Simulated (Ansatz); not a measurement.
`[SH][SbH2]` and `[SbH2][TeH]` differ in one element.

Ansatz, PBE0-D4/def2-TZVP geometries, multiplicity 1. 

Elements past krypton have def2 core potentials.

```json
{"property": "HOMO energy (B3LYP/def2-TZVPP) / eV", "`[SH][SbH2]`": "-7.03"}
{"property": "size of the dipole moment (B3LYP/def2-TZVPP) / D", "`[SH][SbH2]`": "1.67"}
{"property": "HOMO–LUMO gap (PBE/def2-TZVPP) / eV", "`[SH][SbH2]`": "4.08"}
{"property": "HOMO–LUMO gap (B3LYP/def2-TZVPP) / eV", "`[SH][SbH2]`": "5.59"}
{"property": "HOMO energy (PBE0/def2-TZVPP) / eV", "`[SH][SbH2]`": "-7.29"}
{"property": "LUMO energy (PBE0/def2-TZVPP) / eV", "`[SH][SbH2]`": "-1.22"}
```

Task: Give the same properties after the change, and the shifts. (Best estimate.)

Result: Computed: 
| property | `[SbH2][TeH]` | shift |
| --- | --- | --- |
| HOMO energy (B3LYP/def2-TZVPP) / eV | -6.21 | 0.82 |
| size of the dipole moment (B3LYP/def2-TZVPP) / D | 0.93 | -0.74 |
| HOMO–LUMO gap (PBE/def2-TZVPP) / eV | 3.10 | -0.98 |
| HOMO–LUMO gap (B3LYP/def2-TZVPP) / eV | 4.40 | -1.19 |
| HOMO energy (PBE0/def2-TZVPP) / eV | -6.44 | 0.85 |
| LUMO energy (PBE0/def2-TZVPP) / eV | -1.61 | -0.39 |

With PBE0 the HOMO rises by 0.85 eV and the LUMO falls by 0.39 eV, so the gap narrows by about 1.24 eV. PBE moves the HOMO by 0.65 eV and ωB97M-V by 0.96 eV. Dipoles are sizes alone; their direction can turn.

B3LYP here is the variant with VWN-RPA as its local correlation; programs differ in this.

Spin–orbit coupling is left out; it splits and shifts lone-pair levels of the heavy atoms by tenths of an eV.
